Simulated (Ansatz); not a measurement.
Cost and result for the atomization energy of C3H5ClSn (`C#[C][SnH]([CH3])[Cl]`) (10 atoms, 9 bonds).

```tsv
atom	x (Å)	y (Å)	z (Å)
C1	1.450	1.056	-2.219
C2	0.686	0.453	-1.507
Sn3	-0.633	-0.547	-0.251
C4	-0.389	0.100	1.754
Cl5	-0.006	-2.795	-0.316
H6	2.128	1.581	-2.853
H7	-2.206	-0.474	-0.891
H8	-1.045	-0.476	2.406
H9	0.648	-0.058	2.047
H10	-0.633	1.159	1.831
```

Charge 0, multiplicity 1. Correlated methods include outer-core shells of Sn, which these sets cover unevenly. Sn takes the def2 core potential. The structure was optimised at the PBE0-D4/def2-TZVP level. Program: Ansatz. All runs use 4 threads of a server CPU on a shared host. Times are those of one run each, without the atoms' runs, and a repeat can differ threefold. Electronic energies, without spin–orbit coupling; frozen cores. CCSD(T)/CBS adds CCSD(T) − MP2 in def2-TZVPP to the MP2 limit, and its time is that of the two runs behind it. T1 = 0.012. With those shells the extrapolation isn't a true limit.

CCSD(T)/CBS is a level of theory with its own doubt, some kJ/mol a heavy atom from the limit and from the frozen cores, so smaller differences don't rank the functionals.

```json
{"level": "LDA (SPW92)/def2-TZVPP", "functions": "255", "wall time": "1.3 s", "atomization (kJ/mol)": "4157.7", "difference from CCSD(T)/CBS": "485.1", "per bond": "53.9"}
{"level": "revPBE-D4/def2-TZVPP", "functions": "255", "wall time": "1.9 s", "atomization (kJ/mol)": "3623.1", "difference from CCSD(T)/CBS": "-49.5", "per bond": "-5.5"}
{"level": "BLYP-D4/def2-TZVPP", "functions": "255", "wall time": "2.3 s", "atomization (kJ/mol)": "3624.1", "difference from CCSD(T)/CBS": "-48.5", "per bond": "-5.4"}
{"level": "PBE0-D4/def2-TZVPP", "functions": "255", "wall time": "3 s", "atomization (kJ/mol)": "3658.9", "difference from CCSD(T)/CBS": "-13.7", "per bond": "-1.5"}
{"level": "BHLYP-D4/def2-TZVPP", "functions": "255", "wall time": "3.2 s", "atomization (kJ/mol)": "3535.6", "difference from CCSD(T)/CBS": "-137.0", "per bond": "-15.2"}
{"level": "CAM-B3LYP-D4/def2-TZVPP", "functions": "255", "wall time": "4.3 s", "atomization (kJ/mol)": "3644.6", "difference from CCSD(T)/CBS": "-28.0", "per bond": "-3.1"}
{"level": "r2SCANh-D4/def2-TZVPP", "functions": "255", "wall time": "4.8 s", "atomization (kJ/mol)": "3630.5", "difference from CCSD(T)/CBS": "-42.1", "per bond": "-4.7"}
{"level": "PBE-QIDH/def2-TZVPP", "functions": "255", "wall time": "5.5 s", "atomization (kJ/mol)": "3641.9", "difference from CCSD(T)/CBS": "-30.7", "per bond": "-3.4"}
{"level": "CCSD(T)/def2-SVP", "functions": "111", "wall time": "6 s", "atomization (kJ/mol)": "3447.3", "difference from CCSD(T)/CBS": "-225.3", "per bond": "-25.0"}
{"level": "B2PLYP/def2-TZVPP", "functions": "255", "wall time": "6 s", "atomization (kJ/mol)": "3608.9", "difference from CCSD(T)/CBS": "-63.7", "per bond": "-7.1"}
{"level": "MP2/def2-QZVPP", "functions": "473", "wall time": "18 s", "atomization (kJ/mol)": "3693.4", "difference from CCSD(T)/CBS": "20.8", "per bond": "2.3"}
{"level": "CCSD(T)/def2-TZVPP", "functions": "255", "wall time": "2.2 min", "atomization (kJ/mol)": "3573.8", "difference from CCSD(T)/CBS": "-98.8", "per bond": "-11.0"}
{"level": "CCSD(T)/CBS(def2)", "functions": "–", "wall time": "2.5 min", "atomization (kJ/mol)": "3672.6", "difference from CCSD(T)/CBS": "0.0", "per bond": "0.0"}
```

In def2-TZVPP, CCSD(T) changes the Hartree–Fock value by +909.1 kJ/mol (the triples alone add +67.3 kJ/mol) and MP2 by +970.1 kJ/mol; breaking electron pairs costs correlation energy, which Hartree–Fock lacks. From BLYP to BHLYP (50 % exact exchange), in def2-TZVPP and without D4, the atomization energy moves by −72.2 kJ/mol: exact exchange takes away binding that semilocal exchange gives to molecules. Leaving LDA and LC-ωPBE aside and taking each functional with its dispersion term where it has one, the values, not all of them listed here, spread over 184.2 kJ/mol, from BHLYP-D4 to PBE-D4. LDA lies +460.9 kJ/mol from PBE without D4, its usual overbinding.

Spin–orbit coupling would lower the free Sn atoms strongly, and the atomization energy with them, by more than many differences here. For some Ge, Se and Sn compounds the MP2-based and the directly extrapolated limit differ by 10 to 25 kJ/mol.
